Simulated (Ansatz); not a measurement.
Computed with Ansatz on PBE0-D4/def2-TZVP structures; ΔE is electronic, products minus reactants. CCSD(T)/CBS adds triple-zeta CCSD(T) − MP2 to the extrapolated MP2 energy (def2 sets, frozen cores). This one scheme is used for every species. Functionals use def2-TZVPP. For Ge outer-core shells are correlated without core-valence functions, which leaves a few kJ/mol of doubt a bond. Scalar relativity is left out up to krypton.

Consider the ligand exchange at a Ge–O bond: `[SiH3][O][GeH]` + H₂S → `[SH][GeH]` + `O[SiH3]`.

`[SiH3][O][GeH]`:

Cartesian coordinates in Å:
```
Si 0.003 -0.490 -0.918
O 0.106 -0.018 0.652
Ge -0.215 1.517 1.514
H -0.465 0.633 -1.779
H -0.956 -1.619 -1.028
H 1.341 -0.935 -1.385
H 0.185 0.911 2.945
```

H₂S:

Z-matrix (Å, degrees):
```
S
H 1 1.341
H 1 1.341 2 92.3
```

`[SH][GeH]`:

```xyz
4

S     1.244    0.358    0.136
Ge   -0.694    0.771   -0.877
H     0.899   -0.698    0.888
H    -1.448   -0.431   -0.148
```

`O[SiH3]`:

Z-matrix (Å, degrees):
```
Si
O 1 1.648
H 1 1.489 2 111.7
H 1 1.489 2 111.7 3 120.9
H 1 1.481 2 105.9 3 -119.6
H 2 0.957 1 117.9 3 -60.5
```

Task: Is it downhill or uphill in electronic energy at CCSD(T)/CBS, and by how much? (An estimate is asked.)

Result: Ansatz gave: Downhill: ΔE = -4.4 kcal/mol.

Task: What do these levels give: PBE-QIDH, revPBE, HF/def2-SVP, CCSD/def2-SVP, CCSD/def2-TZVPP, SCS-MP2/def2-QZVPP? (Estimate.)

Result: The calculation gave: PBE-QIDH -5.4, revPBE -7.3, HF/def2-SVP -1.7, CCSD/def2-SVP -1.1, CCSD/def2-TZVPP -3.0, SCS-MP2/def2-QZVPP -2.8 kcal/mol.

Largest T1 diagnostic among the species: 0.015.

At CCSD(T), def2-SVP lies +3.1 kcal/mol from the extrapolated value and def2-TZVPP +1.0 kcal/mol. In def2-TZVPP, CCSD(T) changes the Hartree–Fock value by −0.9 kcal/mol (the triples alone add −0.4 kcal/mol) and MP2 by −1.2 kcal/mol.
